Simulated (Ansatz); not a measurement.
`CC(CF)C(F)F`. The species carries charge 0 and has multiplicity 1.

Z-matrix (Å, degrees):
```
C
C 1 1.521
H 1 1.090 2 111.1
H 1 1.092 2 110.9 3 -120.7
H 1 1.092 2 110.3 3 120.0
C 2 1.514 1 112.1 3 -178.5
C 2 1.513 1 111.1 3 57.3
H 2 1.097 1 110.0 3 -59.8
F 6 1.387 2 110.2 1 -59.7
H 6 1.094 2 110.3 1 59.1
H 6 1.092 2 111.5 1 -179.2
F 7 1.361 2 110.2 1 -176.2
F 7 1.359 2 110.2 1 -58.6
H 7 1.094 2 113.5 1 62.7
```

Q: What are the harmonic wavenumbers in cm⁻¹ at PBE0-D4/def2-TZVP (Ansatz, finite differences of forces, unscaled)? (Estimate.)

A: Computed: 73, 105, 203, 217, 248, 333, 420, 472, 561, 651, 859, 933, 967, 1010, 1107, 1125, 1137, 1166, 1197, 1267, 1322, 1340, 1385, 1401, 1416, 1439, 1490, 1499, 1507, 3052, 3064, 3069, 3093, 3124, 3137, 3154.

Q: Is this a minimum?

A: Yes, all 36 modes are real.

Q: Give the ideal-gas thermochemistry at 298.15 K and 1 bar (rigid rotor, harmonic oscillator; point group C1, symmetry number 1).

A: Zero-point energy 290.3 kJ/mol; H(298) − E = 312.6 kJ/mol; entropy 359.2 J/(mol·K), of which translation 167.7, rotation 116.3, vibration 75.1; G(298) − E = 205.5 kJ/mol. Modes under 100 cm⁻¹ are hindered rotations or soft bends, so the harmonic entropy is rough.

Q: And at 400, 500, 600, 800 and 1000 K?

A: 
| T (K) | H − E (kJ/mol) | S (J/mol/K) | G − E (kJ/mol) |
| --- | --- | --- | --- |
| 400 | 325.9 | 397.4 | 166.9 |
| 500 | 341.8 | 432.7 | 125.4 |
| 600 | 360.0 | 465.9 | 80.5 |
| 800 | 402.1 | 526.2 | -18.9 |
| 1000 | 449.8 | 579.4 | -129.5 |
